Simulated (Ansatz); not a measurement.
Energy needed to pull apart GaBH4O (SMILES [BH2][GaH][OH]), closed shell, into free ground-state atoms, from the structure below (displaced at random from a GFN2-xTB minimum); no zero-point or spin–orbit terms; open-shell atoms are treated unrestricted, in their ground-state multiplicity.

B1  (-1.566, 0.030, 0.115)
Ga2  (0.554, -0.034, 0.613)
O3  (1.353, -0.130, -0.967)
H4  (-2.171, -1.004, -0.063)
H5  (-2.187, 1.093, -0.276)
H6  (1.628, 0.042, 2.082)
H7  (2.239, -0.218, -1.453)
(Å)

Computed with Ansatz 0.2.0 (basis: def2-TZVPP); correlated methods freeze the cores. Filled d shells of the heavier atoms are correlated. The def2 sets are not built for correlating such inner shells, so the correlated values are less sure here.

```
   method  atomization energy (kcal/mol)
   PBE-D4                          485.0
revPBE-D4                              ?
r2SCAN-D4                          483.7
  PBE0-D4                          475.6
 HSE06-D4                              ?
  wB97M-V                          479.6
       HF                          347.2
      MP2                          477.6
     CCSD                          465.0
  CCSD(T)                          471.5
```

What does revPBE-D4 give? (An estimate is asked for; the value comes from the calculation.)

Computed: 472.9 kcal/mol, which is about 1.5 kcal/mol more than CCSD(T)/def2-TZVPP.

What does HSE06-D4 give? (Judge from chemistry; the value comes from the calculation.)

The calculation gives: 475.9 kcal/mol, which is about 4.4 kcal/mol more than CCSD(T)/def2-TZVPP.

In triple zeta the MP2 and coupled-cluster atomization energies are still short of their basis limit by a few kcal/mol a bond, whereas those of the functionals are nearly converged, so these differences are not deviations from converged CCSD(T).

No T1 diagnostic of these runs exceeds 0.015.

For scale, one of the runs: CCSD(T)/def2-TZVPP forces, 166 basis functions (an equivalent command: `ansatz run in.yaml --threads 4`). Hardware: 4 CPU threads, shared host. Wall time 2.4 min; peak host memory 2.5 GiB.
